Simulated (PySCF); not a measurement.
Rigid-rotor lines calculated for a species of formula C4H6I2Sn (commonest isotopes; PySCF, PBE0-D3(BJ)/def2-SVP geometry optimisation, gas phase, def2 core potentials past Kr), labelled J(Ka,Kc):

| transition | MHz |
| --- | --- |
| 2(1,1) ← 1(1,0) | 1262.6 |
| 2(0,2) ← 1(0,1) | 1240.2 |
| 1(0,1) ← 0(0,0) | 620.5 |
| 1(1,1) ← 0(0,0) | 1004.4 |
| 2(1,2) ← 1(1,1) | 1219.5 |

Find the rotational constants.

1(0,1) ← 0(0,0) is B + C, 2(1,1) ← 1(1,0) is 3B + C and 2(1,2) ← 1(1,1) is B + 3C, so B − C is half the difference of the last two, 21.5 MHz. 1(1,1) ← 0(0,0) is A + C. A = 704.9, B = 321.0, C = 299.5 MHz.

What moments of inertia, asymmetry and inertial defect follow?

I = 505379 MHz·u·Å² over each constant: Ia = 716.98, Ib = 1574.24, Ic = 1687.48 u·Å²; κ = (2B − A − C)/(A − C) = -0.894 (asymmetric top); Δ = Ic − Ia − Ib = -603.74 u·Å².

Which dipole components do these lines need?

μa and μb (a-type: ΔKa even, ΔKc odd; b-type: both odd). The calculation gives |μa| = 0.63 D, |μb| = 3.01 D, |μc| = 0.00 D.

Where do these fall, and of which type are they? 3(1,2) ← 2(2,1); 2(2,0) ← 1(1,1); 4(2,2) ← 3(3,1); 4(2,2) ← 4(1,3); 4(3,1) ← 4(2,2); 3(2,2) ← 2(1,1); 3(1,2) ← 2(1,1); 4(0,4) ← 3(0,3); 3(3,1) ← 3(2,2); 3(2,1) ← 2(2,0); 4(3,2) ← 3(2,1); 4(4,0) ← 3(3,1); 4(1,4) ← 3(0,3); 3(1,3) ← 2(1,2).

| transition | MHz | type | branch |
| --- | --- | --- | --- |
| 4(2,2) ← 3(3,1) | 521 | b | R |
| 3(1,2) ← 2(2,1) | 742 | b | R |
| 4(2,2) ← 4(1,3) | 1091 | b | Q |
| 3(1,3) ← 2(1,2) | 1829 | a | R |
| 3(2,1) ← 2(2,0) | 1865 | a | R |
| 3(1,2) ← 2(1,1) | 1893 | a | R |
| 4(3,1) ← 4(2,2) | 1963 | b | Q |
| 3(3,1) ← 3(2,2) | 1974 | b | Q |
| 2(2,0) ← 1(1,1) | 2437 | b | R |
| 4(0,4) ← 3(0,3) | 2473 | a | R |
| 4(1,4) ← 3(0,3) | 2771 | b | R |
| 3(2,2) ← 2(1,1) | 3013 | b | R |
| 4(3,2) ← 3(2,1) | 4453 | b | R |
| 4(4,0) ← 3(3,1) | 5245 | b | R |

Which structure gave them?

Sn(vinyl)2I2 (`[I][Sn]([CH]=C)([CH]=C)[I]`), point group Cs. Three constants can't fix a structure by themselves; this is the one that was computed:
```xyz
13
C4H6I2Sn angstrom
Sn    -0.489   -0.444   -0.477
C     -0.898   -0.584    1.608
C     -1.530    0.376    2.286
H     -0.569   -1.499    2.114
H     -1.884    1.296    1.807
H     -1.727    0.278    3.360
C      1.548   -0.382   -1.091
C      2.080    0.675   -1.707
H      2.156   -1.270   -0.881
H      1.495    1.572   -1.941
H      3.134    0.688   -2.009
I     -1.643    1.823   -1.385
I     -1.642   -2.582   -1.661
```

The values belong to one conformer (point group Cs). PBE0-D3(BJ)/def2-SVP frequencies: not computed here. Zero-point vibration and centrifugal distortion are left out. Quadrupole hyperfine structure (127I) is left out.

On one thread, Arm Neoverse N1 (aarch64), shared host with 64 logical CPUs at a one-minute load of 60, this took 7.8 min wall and 0.71 GiB of memory at its peak. That covers the optimisation of the geometry.
